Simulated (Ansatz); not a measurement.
A run for Ansatz (a quantum-chemistry and plane-wave program): R-CCSD(T)/cc-pVQZ on GeH3N (SMILES [NH2][GeH]), a point of a torsion scan. The run froze 15 orbitals, filled d shells among them.

Ansatz 0.2 input:
```yaml
crystal:
  periodic: [false, false, false]
  atoms:
    - {symbol: N, position_ang: [-0.72213963, -0.04525539, -0.25772556]}
    - {symbol: Ge, position_ang: [0.97091281, -0.82158439, -0.38375784]}
    - {symbol: H, position_ang: [-1.40491646, -0.52278726, 0.31674789]}
    - {symbol: H, position_ang: [-0.71516382, 0.91515965, 0.07429637]}
    - {symbol: H, position_ang: [1.69140030, -0.02632952, 0.92697028]}
basis:
  gaussian:
    orbitals: cc-pVQZ
magnetization: {spin_polarized: false}
correlation: {method: ccsd_t, electrons: outside_noble_gas}
scf: {lower_state_search: off}
```

Output:

```
WARN ansatz: RAYON_NUM_THREADS=1 ignored (pool sized by the plan → 1); use --threads N
Functional definition: HF
these checks for a lower state are left out or cut short: stability, starts, cluster_reference, orbital_swaps, neighbouring_geometries, increment
integrals: 0.99 GiB planned
1274 factors; integrals over basis functions are off by at most 7.8e-4 eV
mean field: 0.65 GiB planned
mean field evaluation 1: about -58000.8802 eV, gradient 3.6e1 eV
mean field evaluation 2: about -58000.9047 eV, gradient 3.6e1 eV
mean field evaluation 4: about -58003.6591 eV, gradient 2.5e0 eV
mean field evaluation 8: about -58003.6950 eV, gradient 2.3e-1 eV
mean field -58003.69536924 eV, -2131.5964885029 hartree, gradient 5.2e-6 eV, S^2 0.000000; 0 other end points of the search recorded, 0 dependent functions left out
15 core orbitals not correlated
reference -58003.69536924 eV, -2131.5964885029 hartree; 6, 6 occupied and 192, 192 virtual orbitals, 1274 factors
second order -9.25703935 eV of doubles, -0.00000000 eV of singles
coupled cluster: 1.13 GiB planned
cycle   1  -9.47377959 eV  change   -2.2e-1 eV  update   7.6e-2
cycle   2  -9.76427655 eV  change   -2.9e-1 eV  update   2.8e-2
cycle   3  -9.82715300 eV  change   -6.3e-2 eV  update   1.6e-2
cycle   4  -9.81789667 eV  change    9.3e-3 eV  update   5.6e-3
cycle   5  -9.81837951 eV  change   -4.8e-4 eV  update   3.7e-3
cycle   6  -9.81909746 eV  change   -7.2e-4 eV  update   1.8e-3
cycle   7  -9.81864322 eV  change    4.5e-4 eV  update   8.7e-4
cycle   8  -9.81897236 eV  change   -3.3e-4 eV  update   3.8e-4
cycle   9  -9.81904463 eV  change   -7.2e-5 eV  update   1.6e-4
cycle  10  -9.81894942 eV  change    9.5e-5 eV  update   7.9e-5
cycle  11  -9.81900399 eV  change   -5.5e-5 eV  update   3.8e-5
cycle  12  -9.81899350 eV  change    1.0e-5 eV  update   1.6e-5
cycle  13  -9.81900165 eV  change   -8.1e-6 eV  update   7.7e-6
perturbative correction -0.39532618 eV, -0.0145279691 hartree
Total energy: -58013.90969707 eV, -2131.9718581270 hartree
Checks for a lower state left out: stability, starts, cluster_reference, orbital_swaps, neighbouring_geometries, increment
```

The run converged.

Cost: very roughly 120 core-seconds.
